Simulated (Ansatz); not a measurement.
Ansatz (a quantum-chemistry and plane-wave program) input (RPA@PBE/cc-pV(T+d)Z):
A basis named .json is the Basis Set Exchange file of that set.

Ansatz 0.2 input:
```yaml
crystal:
  periodic: [false, false, false]
  atoms:
    - {symbol: Si, position_ang: [-0.87912277, -0.03993122, -0.49622397]}
    - {symbol: C, position_ang: [-1.66116719, 1.64533956, -0.76622530]}
    - {symbol: C, position_ang: [-1.69739082, -0.94601489, 0.93582779]}
    - {symbol: O, position_ang: [0.71269455, 0.21782962, -0.12892573]}
    - {symbol: Si, position_ang: [2.14667662, -0.43508761, 0.31131073]}
    - {symbol: H, position_ang: [-2.72212440, 1.54769599, -1.00388290]}
    - {symbol: H, position_ang: [-1.17485376, 2.18152111, -1.58191574]}
    - {symbol: H, position_ang: [-1.56475699, 2.24676592, 0.14366903]}
    - {symbol: H, position_ang: [-1.23452493, -1.91781024, 1.11368085]}
    - {symbol: H, position_ang: [-1.60678845, -0.35240634, 1.85165914]}
    - {symbol: H, position_ang: [-2.75840907, -1.10734510, 0.73557053]}
    - {symbol: H, position_ang: [2.69020550, -1.27359500, -0.78286875]}
    - {symbol: H, position_ang: [1.98348638, -1.27708820, 1.52136527]}
    - {symbol: H, position_ang: [3.09180354, 0.66394036, 0.60529861]}
basis:
  gaussian:
    orbitals: cc-pV_T+d_Z.json
hamiltonian:
  xc: pbe
magnetization: {spin_polarized: true, initial_magnetization: 1}
correlation: {method: rpa, electrons: outside_noble_gas}
```

Output:

```
Functional definition: PBE
integrals: 0.79 GiB planned
1667 factors; integrals over basis functions are off by at most 1.2e-3 eV
0.37 GiB of the device are held for the grids
1.62 GiB of device memory are held for the factors and their scratch space
mean field: 1.95 GiB planned
mean field evaluation 1: about -19992.9929 eV, gradient 7.1e1 eV
mean field evaluation 2: about -19992.9782 eV, gradient 7.1e1 eV
mean field evaluation 4: about -20008.9995 eV, gradient 3.3e1 eV
mean field evaluation 8: about -20013.2169 eV, gradient 6.3e-1 eV
mean field evaluation 16: about -20013.2171 eV, gradient 3.5e-4 eV
mean field evaluation 32: about -19989.0784 eV, gradient 6.3e1 eV
mean field -20013.21712985 eV, -735.4721640763 hartree, gradient 1.6e-6 eV, S^2 0.751597; 1 other end points of the search recorded, 0 dependent functions left out
13 core orbitals not correlated
reference -19968.07672149 eV, -733.8132846663 hartree; 16, 15 occupied and 265, 266 virtual orbitals, 1667 factors
Total energy: -20006.68885409 eV, -735.2322543672 hartree
```

It need not be the lowest isomer of its formula.
